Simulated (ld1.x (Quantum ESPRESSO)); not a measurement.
## In: variants of one TM semilocal potential

Base potential:

| Property | Result |
| --- | --- |
| Element | In |
| Generator | ld1.x (Quantum ESPRESSO) 7.5 |
| Type | norm-conserving Troullier–Martins (semilocal form) |
| Functional | LDA (PZ) |
| Relativity | scalar-relativistic |
| Frozen core | [Kr] 4d10 |
| Valence charge | 3 |
| Reference configuration | 5s2 5p0 (charge +1) |
| Partial waves | 5p (bound, empty): rc 1.90 bohr; 5s (bound): rc 1.80 bohr |
| Local potential | the s channel |
| Core correction | a·sin(br)/r model core, default radius (core density twice the valence density) |

Cutoffs, loose and tight: the cutoffs (Ry, on a coarse ladder) from which the occupation-weighted sum of valence levels, in a spherical-Bessel basis at the reference potential, stays within 10 and 1 mRy of its value at 400 Ry. They do not see the model core or the augmentation charge, which bear on the density cutoff. Test errors are all-electron minus pseudo excitation energies from the reference, over the configurations 5s2 5p1; 5s1 5p0; 5s2 5p0.5; 5s0 5p3; 5s2 5p1.3; 5s1 5p1; 5s1 5p2 (two spin-polarised tests are not counted in the largest error). A dash means not determined; rows that change the core or the reference have their own tests.

A true bound ghost makes a file unfit for plane-wave use even where its test errors are small: the radial tests pick states by their node count and pass the ghost by.

In the semilocal form every listed channel keeps its own potential, so the choice of the local channel does not act on these tests. It acts once the file is put into the separable form.

A semilocal file is local in each channel, so a ghost entry of none says nothing of the separable form that plane-wave codes build from it.

The default core radius of the base comes out at 1.98 bohr.

```csv
change,outcome,"cutoff, loose","cutoff, tight",bound ghosts,largest test error (meV)
base,generated,21 Ry,50 Ry,none,-110
wave 5p (bound): rc 1.90 bohr becomes 5p (bound): rc 1.62 bohr,generated,21 Ry,50 Ry,none,-110
functional PBE,generated,21 Ry,50 Ry,none,-116
"all radii but the core radius scaled by about 0.86 (s 1.56, p 1.64 bohr)",generated,35 Ry,140 Ry,none,-107
core correction a·sin(br)/r model core inside 1.92 bohr,generated,21 Ry,50 Ry,none,-112
wave 5s (bound): rc 1.80 bohr becomes 5s (bound): rc 1.70 bohr,generated,25 Ry,70 Ry,none,-111
"form changed from semilocal to separable (Kleinman–Bylander), still TM",generated,21 Ry,50 Ry,none,-110
"all radii but the core radius scaled by about 0.80 (s 1.44, p 1.52 bohr)",generated,100 Ry,180 Ry,s (extra level of the local part),-87
wave 5p (bound): rc 1.90 bohr becomes 5p (bound): rc 2.60 bohr,generated,21 Ry,50 Ry,none,-110
```

What comes out with this change to the base: all radii but the core radius scaled by about 0.82 (s 1.48, p 1.56 bohr)?

outcome: generated; cutoff, loose: 80 Ry; cutoff, tight: 160 Ry; bound ghosts: p; largest test error (meV): -97.

What comes out with this change to the base: reference 5s2 5p1?

outcome: generated; cutoff, loose: 25 Ry; cutoff, tight: 50 Ry; bound ghosts: none; largest test error (meV): -208.
